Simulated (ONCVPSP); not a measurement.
## What the settings do to the ONCV potential of Cu (Z = 29)

Base potential:

Cu, optimised norm-conserving Vanderbilt (ONCV), made with ONCVPSP 4.0.1 (LDA (Perdew-Wang 92), fully relativistic). Core [Ne], reference 3s2 3p6 3d9 4s2. Waves: 3s+4s: rc 1.05 bohr, ncon 3, nbas 7, qcut 9.9 1/bohr, 3 projectors, debl 1.9 Ha; 3p: rc 0.75 bohr, ncon 4, nbas 7, qcut 12.7 1/bohr, 1 projector; 3d: rc 1.05 bohr, ncon 4, nbas 9, qcut 13.4 1/bohr, 2 projectors, debl 1.5 Ha. Local part: polynomial inside 0.60 bohr (lpopt 5, dvloc0 0 Ha). Core correction: Teter function, fcfact 4.75, rcfact 1.75.

Open shells are filled in proportion to 2j + 1.

All-electron outer shells of the reference configuration (LDA (PZ), scalar-relativistic, ld1.x):

```json
{"shell": "2p", "level (eV)": "-922.16", "outermost node (bohr)": "–", "outermost maximum (bohr)": "0.16"}
{"shell": "3s", "level (eV)": "-119.41", "outermost node (bohr)": "0.29", "outermost maximum (bohr)": "0.61"}
{"shell": "3p", "level (eV)": "-77.17", "outermost node (bohr)": "0.26", "outermost maximum (bohr)": "0.62"}
{"shell": "3d", "level (eV)": "-9.79", "outermost node (bohr)": "–", "outermost maximum (bohr)": "0.60"}
{"shell": "4s", "level (eV)": "-6.05", "outermost node (bohr)": "0.88", "outermost maximum (bohr)": "2.13"}
```

Cutoffs, loose and tight: the cutoffs (Ha) at which the residual kinetic energy of the hardest occupied pseudo-wave falls to 1 and 0.1 mHa per electron. They do not see the model core or the augmentation charge, which bear on the density cutoff. Test errors are all-electron minus pseudo excitation energies from the reference, over the configurations 3s2 3p6 3d10 4s1; 3s2 3p6 3d10 4s0; 3s2 3p6 3d9 4s0; 3s2 3p6 3d10 4s0.5. A dash means not determined; rows that change the core or the reference have their own tests.

```tsv
change	outcome	cutoff, loose	cutoff, tight	bound ghosts	GHOST(+) flags above zero	largest test error (meV)
base	generated	78 Ha	214 Ha	none	s	+11
s: qcut 6.1	generated	78 Ha	214 Ha	none	s	+10
s: qcut 6.8	generated	78 Ha	214 Ha	none	s	+10
s: qcut 8.3	generated	78 Ha	214 Ha	none	s	+11
s: qcut 9.4	generated	78 Ha	214 Ha	none	s	+11
s: qcut 10.5	generated	78 Ha	214 Ha	none	s	+11
s: qcut 11.2	generated	78 Ha	214 Ha	none	s	+11
s: qcut 12.6	generated	78 Ha	214 Ha	none	s	+12
s: qcut 13.8	generated	78 Ha	214 Ha	none	s	+12
s: qcut 14.7	generated	78 Ha	214 Ha	none	s	+12
```

Reading the sweep of the qcut of the s channel (base included, trends over the rows without a ghost): The loose cutoff stays near 78 Ha. The median size of the test errors (rows with all tests solved) stays near 5.8 meV.
